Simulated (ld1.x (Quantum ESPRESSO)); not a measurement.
**Logarithmic derivatives: nitrogen (N), ultrasoft**

ld1.x (Quantum ESPRESSO) 7.5 input, shortened:

```
&input
   title='N', zed=7., rel=1, dft='PW91', iswitch=3,
   config='[He] 2s1.75 2p3.25'
 /
 &inputp
   pseudotype=3, tm=.true., lloc=-2, rcloc=0.70,
   nlcc=.false.,
   which_augfun='PSQ', rmatch_augfun_nc=.true.
 /
4
2S  1  0   1.75   0.00  0.65  0.80  0.0
2S  1  0   0.00   0.85  0.65  0.80  0.0
2P  2  1   3.25   0.00  2.10  2.70  0.0
2P  2  1   0.00   0.95  2.10  2.70  0.0
 &test
   configts(1)='2s1.75 2p3.25'
 /
```

The phase is arctan(r·u′/u) with u = r·R(r), unwrapped; energies in Ry, scanned from -3 to 5 Ry. A pole is an energy at which the radial function vanishes at the test radius. The pseudo phase is shifted by a multiple of π to meet the all-electron one at the reference energy, and phase errors are pseudo minus all-electron; the curves can meet again beyond the range given. Levels narrower than the energy grid can be missing from the lists of poles.

| channel | radius (bohr) | reference energy (Ry) | poles, all-electron | poles, pseudo | unbroken range about the reference energy with phases within 0.05 rad | phase error 1 Ry above the reference energy (rad) |
| --- | --- | --- | --- | --- | --- | --- |
| s | 2.96 | -1.38 | -1.29, 2.88 | -1.29, 2.88 | the whole range | +0.000 |
| p | 2.96 | -0.53 | -0.39, 3.11 | -0.39, 2.92 | below 3.5 | -0.001 |

Phases in the s channel:

```json
{"E (Ry)": "-3.00", "all-electron": "1.358", "pseudo": "1.358"}
{"E (Ry)": "-2.76", "all-electron": "1.346", "pseudo": "1.346"}
{"E (Ry)": "-2.52", "all-electron": "1.331", "pseudo": "1.331"}
{"E (Ry)": "-2.28", "all-electron": "1.310", "pseudo": "1.310"}
{"E (Ry)": "-2.04", "all-electron": "1.280", "pseudo": "1.280"}
{"E (Ry)": "-1.80", "all-electron": "1.220", "pseudo": "1.220"}
{"E (Ry)": "-1.56", "all-electron": "0.980", "pseudo": "0.980"}
{"E (Ry)": "-1.32", "all-electron": "-1.508", "pseudo": "-1.508"}
{"E (Ry)": "-1.08", "all-electron": "-1.745", "pseudo": "-1.745"}
{"E (Ry)": "-0.84", "all-electron": "-1.818", "pseudo": "-1.818"}
{"E (Ry)": "-0.60", "all-electron": "-1.875", "pseudo": "-1.875"}
{"E (Ry)": "-0.36", "all-electron": "-1.935", "pseudo": "-1.935"}
{"E (Ry)": "-0.12", "all-electron": "-2.015", "pseudo": "-2.015"}
{"E (Ry)": "0.12", "all-electron": "-2.134", "pseudo": "-2.134"}
{"E (Ry)": "0.36", "all-electron": "-2.338", "pseudo": "-2.338"}
{"E (Ry)": "0.60", "all-electron": "-2.729", "pseudo": "-2.729"}
{"E (Ry)": "0.84", "all-electron": "-3.380", "pseudo": "-3.380"}
{"E (Ry)": "1.08", "all-electron": "-3.947", "pseudo": "-3.947"}
{"E (Ry)": "1.32", "all-electron": "-4.252", "pseudo": "-4.252"}
{"E (Ry)": "1.56", "all-electron": "-4.415", "pseudo": "-4.415"}
{"E (Ry)": "1.80", "all-electron": "-4.513", "pseudo": "-4.513"}
{"E (Ry)": "2.04", "all-electron": "-4.580", "pseudo": "-4.580"}
{"E (Ry)": "2.28", "all-electron": "-4.628", "pseudo": "-4.628"}
{"E (Ry)": "2.52", "all-electron": "-4.666", "pseudo": "-4.666"}
{"E (Ry)": "2.76", "all-electron": "-4.698", "pseudo": "-4.698"}
{"E (Ry)": "3.00", "all-electron": "-4.725", "pseudo": "-4.725"}
{"E (Ry)": "3.24", "all-electron": "-4.751", "pseudo": "-4.751"}
{"E (Ry)": "3.48", "all-electron": "-4.776", "pseudo": "-4.776"}
{"E (Ry)": "3.72", "all-electron": "-4.801", "pseudo": "-4.801"}
{"E (Ry)": "3.96", "all-electron": "-4.828", "pseudo": "-4.828"}
{"E (Ry)": "4.20", "all-electron": "-4.858", "pseudo": "-4.859"}
{"E (Ry)": "4.44", "all-electron": "-4.895", "pseudo": "-4.896"}
{"E (Ry)": "4.68", "all-electron": "-4.943", "pseudo": "-4.944"}
{"E (Ry)": "4.92", "all-electron": "-5.010", "pseudo": "-5.011"}
```
